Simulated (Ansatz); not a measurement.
Relaxation of ClH5InNOSi (10 atoms, charge 0, multiplicity 1), to a largest force component of 0.02 eV/Å in at most 50 steps.

Theory: RKS PBE0-D4/def2-SVP (Ansatz).

```xyz
10
Properties=species:S:1:pos:R:3
N -1.523 1.670 1.691
In 0.046 1.098 0.496
Cl 1.841 2.343 -0.187
O -0.177 -0.684 -0.307
Si 0.604 -1.645 -1.346
H -1.186 2.170 2.509
H -1.997 0.831 2.017
H -0.364 -2.731 -1.523
H 1.862 -2.113 -0.746
H 0.894 -0.940 -2.604
```

Question: Where does it end, and by what steps?

Answer: It converged. After 8 steps the energy has fallen by 0.169 eV; H8 moved furthest, 0.33 Å.

```tsv
step	energy less start (eV)	largest force component (eV/Å)	accepted
0	0.0000	0.985	yes
1	-0.1445	0.445	yes
2	-0.1611	0.334	yes
3	-0.1662	0.127	yes
4	-0.1677	0.046	yes
5	-0.1682	0.034	yes
6	-0.1686	0.038	yes
7	-0.1688	0.030	yes
8	-0.1690	0.006	yes
```

```xyz
10
Properties=species:S:1:pos:R:3
N -1.499 1.712 1.770
In -0.061 0.997 0.560
Cl 1.793 2.259 -0.105
O -0.250 -0.774 -0.312
Si 0.614 -1.681 -1.393
H -1.197 2.427 2.427
H -2.038 1.005 2.265
H -0.189 -2.890 -1.747
H 1.920 -2.133 -0.815
H 0.907 -0.921 -2.650
```

Time of the run: 25 s on 2 threads of INTEL(R) XEON(R) PLATINUM 8581C CPU @ 2.30GHz (Emerald Rapids) (shared host), peak memory 0.32 GiB.
